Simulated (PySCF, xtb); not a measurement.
In(Br)2(NH2) (Br2H2InN), SMILES [In]([Br])([NH2])[Br].

xtb with GFN2-xTB at its own geometry gives an orbital gap of 2.70 eV and a dipole moment of 4.24 D.

Geometry optimised at PBE0-D3(BJ)/def2-SVP. The structure was generated by enumeration; whether it is a known compound was not checked. The def2 effective core potentials stand for the cores of In; spin–orbit coupling is left out. The values are those of a single conformer.

What does r2SCAN/def2-TZVP (PySCF) give? (Estimate from the structure and the level; the computed values follow.)

gap 3.96 eV (levels -6.92 and -2.96 eV), dipole 2.75 D.
